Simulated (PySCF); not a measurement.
Isomers of CH5BSi. Isolated molecules, 0 K electronic values unless said otherwise. One relaxed conformer stands for each flexible species; it need not be the lowest. Strings in code marks are SMILES.

Computed with B3LYP-D3(BJ)/def2-TZVP (PySCF 2.14.0). All candidates: neutral, multiplicity 1. B3LYP has the VWN-RPA correlation part, as in Gaussian. 

```
Quantity          Value
-------------  --------
HOMO           -6.81 eV
dipole moment    1.00 D
LUMO           -1.64 eV
```

**Question.** Say which member has these values.
(A) `CB=[SiH2]`
(B) `C=B[SiH3]`
(C) `B=[SiH]C`
(D) `[H]/B=C\[SiH3]`

**Answer.** D, `[H]/B=C\[SiH3]`. The others give `C=B[SiH3]`: -6.53 eV, 0.41 D, -2.13 eV; `B=[SiH]C`: -5.29 eV, 1.16 D, -2.76 eV; `CB=[SiH2]`: -5.44 eV, 2.51 D, -2.34 eV
